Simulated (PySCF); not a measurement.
**CaI⁺: from constants to spectrum**

RHF-CCSD(T) constants of CaI⁺, ¹Σ⁺ (singlet), closed shell (Ca def2-SVP, I def2-SVP with ECP28; scalar-relativistic core potentials (PySCF 2.14); masses 39.9626 and 126.9045 u):

```
ωe            : 272.8 cm⁻¹
ωexe          : 0.588 cm⁻¹
Be            : 0.072521 cm⁻¹
αe            : 0.000241 cm⁻¹
De to Ca⁺ + I : 2.63 eV
```

Task: What force constant and bond length do these constants imply?

Result: Reduced mass μred = 30.392 u; k = 5.8918×10⁻⁷·μred·ωe² (u, cm⁻¹, mdyn/Å) = 1.33 mdyn/Å; Re = √(16.8576/(μred·Be)) (u, cm⁻¹, Å) = 2.766 Å.

Task: Estimate the centrifugal constant D from the Kratzer relation and find the Dunham coefficient a1.

Result: D = 4Be³/ωe² = 2.05e-08 cm⁻¹; a1 = −1 − αeωe/(6Be²) = -3.08.

Correlated steps freeze 9 core orbitals. Correlated levels converge slowly with the basis: in double zeta they bind strong bonds too weakly, by up to about 1 eV, and carry superposition errors of some tenths. These are scalar-relativistic numbers at best; spin–orbit coupling would shift them, the dissociation energy most. For an ion De counts to the pair picked by the measured ionisation energies or electron affinities, which need not be the lowest pair at this level. Where the molecule has an RHF reference, its open-shell atoms are computed with UHF.
